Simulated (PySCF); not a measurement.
Compound: 4-methylbenzoic acid, C8H8O2.
Bonds: C1–C2, C2–C3 (aromatic), C3–C4 (aromatic), C4–C5 (aromatic), C5–C6, C6–O7 (double), C6–O8, C5–C9 (aromatic), C9–C10 (aromatic), C2–C10 (aromatic). Hydrogens: H11, H12, H13 on C1; H14 on C3; H15 on C4; H16 on O8; H17 on C9; H18 on C10.

Method: PBE0-D3(BJ)/def2-SVP geometry optimisation, gas phase (PySCF 2.14.0); density fitting, grid level 2; the optimiser is geomeTRIC in internal coordinates, started from a GFN2-xTB structure.

Step 1: E = -12498.3525 eV
```
atom  x, y, z in Å  |  force x, y, z in eV/Å
C1     -2.8719   -0.6356   -0.5831   -0.082  -0.011  -0.017
C2     -1.4354   -0.3563   -0.2653    0.062   0.004   0.021
C3     -1.0606    0.1572    0.9835   -0.080   0.000   0.051
C4      0.2643    0.4587    1.2658    0.048   0.015   0.051
C5      1.2524    0.2600    0.2969    0.006   0.018   0.012
C6      2.6431    0.6614    0.6229   -0.184   0.058  -0.030
O7      3.0137    1.0170    1.7137    0.065   0.009  -0.003
O8      3.4574    0.6373   -0.4425    0.043   0.013   0.052
C9      0.8955   -0.2659   -0.9481    0.060  -0.003  -0.044
C10    -0.4324   -0.5726   -1.2185   -0.028  -0.044  -0.070
H11    -3.3489    0.2538   -1.0305    0.007  -0.026   0.011
H12    -3.4444   -0.8927    0.3205    0.012   0.003  -0.021
H13    -2.9750   -1.4588   -1.3056    0.002   0.016   0.016
H14    -1.8280    0.3266    1.7452    0.030  -0.012  -0.021
H15     0.5613    0.8632    2.2367   -0.010  -0.011  -0.029
H16     4.3065    0.9811   -0.1281    0.069  -0.072  -0.014
H17     1.6686   -0.4363   -1.7003   -0.031   0.033   0.006
H18    -0.7019   -0.9867   -2.1949    0.011   0.011   0.029
```

Step 2: E = -12498.3621 eV
```
atom  x, y, z in Å  |  force x, y, z in eV/Å
C1     -2.8704   -0.6663   -0.5737   -0.010  -0.006  -0.011
C2     -1.4367   -0.3514   -0.2674   -0.003   0.005   0.012
C3     -1.0675    0.1692    0.9808    0.010  -0.009  -0.012
C4      0.2540    0.4952    1.2561    0.019  -0.032   0.025
C5      1.2422    0.3092    0.2843   -0.024   0.141   0.007
C6      2.6366    0.6891    0.6198    0.125  -0.255   0.011
O7      3.0196    1.0350    1.7096   -0.110   0.112   0.020
O8      3.4735    0.5796   -0.4234    0.007   0.036  -0.066
C9      0.8878   -0.2121   -0.9643    0.016  -0.004  -0.014
C10    -0.4362   -0.5423   -1.2298   -0.009   0.003   0.016
H11    -3.3742    0.2101   -1.0154    0.002  -0.001   0.001
H12    -3.4280   -0.9394    0.3336    0.004  -0.002   0.001
H13    -2.9589   -1.4905   -1.2960    0.002  -0.001   0.000
H14    -1.8324    0.3180    1.7478    0.002   0.000  -0.003
H15     0.5497    0.8957    2.2280    0.000   0.008   0.001
H16     4.3493    0.8324   -0.0943   -0.028  -0.009   0.008
H17     1.6586   -0.3623   -1.7219   -0.003   0.011   0.001
H18    -0.7030   -0.9573   -2.2056    0.000   0.004   0.002
```

Step 3: E = -12498.3648 eV
```
atom  x, y, z in Å  |  force x, y, z in eV/Å
C1     -2.8694   -0.6800   -0.5676    0.024   0.006   0.010
C2     -1.4375   -0.3473   -0.2671    0.003   0.001  -0.010
C3     -1.0652    0.1751    0.9795    0.016   0.000  -0.020
C4      0.2555    0.5104    1.2492   -0.022  -0.061  -0.014
C5      1.2394    0.3285    0.2723    0.020   0.009  -0.081
C6      2.6370    0.6840    0.6158   -0.046   0.018   0.050
O7      2.9879    1.0629    1.7057    0.108   0.019  -0.029
O8      3.4928    0.5440   -0.4094   -0.037  -0.045   0.057
C9      0.8832   -0.1890   -0.9777   -0.041   0.007   0.042
C10    -0.4409   -0.5255   -1.2361    0.001   0.011   0.000
H11    -3.3869    0.1902   -1.0049   -0.002   0.009  -0.002
H12    -3.4183   -0.9625    0.3417   -0.003  -0.003   0.010
H13    -2.9503   -1.5039   -1.2909    0.004  -0.007  -0.005
H14    -1.8263    0.3148    1.7512   -0.013   0.006   0.010
H15     0.5542    0.9078    2.2211    0.004   0.008   0.000
H16     4.3687    0.7718   -0.0635   -0.021   0.029   0.002
H17     1.6506   -0.3308   -1.7398    0.013  -0.007  -0.004
H18    -0.7103   -0.9388   -2.2114   -0.007  -0.002  -0.015
```

Problem. Estimate the geometry and energy of step 4. (The exact step hangs on the optimiser's Hessian estimate; all steps are aligned on step 3, rigid shifts and turns removed.)

Solution. E = -12498.3659 eV, largest force 0.172 eV/Å
```
atom  x, y, z in Å  |  force x, y, z in eV/Å
C1     -2.8683   -0.6802   -0.5702    0.011   0.004   0.008
C2     -1.4372   -0.3468   -0.2682   -0.010  -0.001  -0.008
C3     -1.0671    0.1723    0.9802   -0.001   0.007   0.006
C4      0.2526    0.5075    1.2542    0.002  -0.024  -0.005
C5      1.2389    0.3303    0.2791   -0.014  -0.053   0.043
C6      2.6379    0.6818    0.6211    0.027   0.156  -0.066
O7      3.0083    1.0899    1.6942   -0.059  -0.057   0.021
O8      3.4830    0.5220   -0.4089    0.031  -0.077  -0.006
C9      0.8831   -0.1868   -0.9710    0.001   0.004  -0.031
C10    -0.4398   -0.5222   -1.2363    0.016   0.020   0.032
H11    -3.3866    0.1906   -1.0054   -0.002   0.004  -0.001
H12    -3.4169   -0.9659    0.3385   -0.003  -0.001   0.003
H13    -2.9472   -1.5026   -1.2956    0.001  -0.002  -0.002
H14    -1.8302    0.3106    1.7505   -0.006   0.001   0.005
H15     0.5486    0.9046    2.2272   -0.001   0.005   0.008
H16     4.3593    0.7658   -0.0759    0.001   0.020  -0.003
H17     1.6527   -0.3271   -1.7313    0.005  -0.008  -0.001
H18    -0.7070   -0.9320   -2.2140    0.001   0.001  -0.003
```

The energy changes by -0.0011 eV. The first-order estimate −F·Δx gives -0.0045 eV and the mean of the old and new forces, exact on a quadratic surface, -0.0011 eV. The step makes an angle of 65° with the force vector and moves no atom by more than 0.036 Å.

The cost below is that of the whole optimisation. The run took 1.8 min on one thread of an Arm Neoverse V2, shared host with 32 logical CPUs at a one-minute load of 12, and the process peaked at 0.83 GiB of memory.
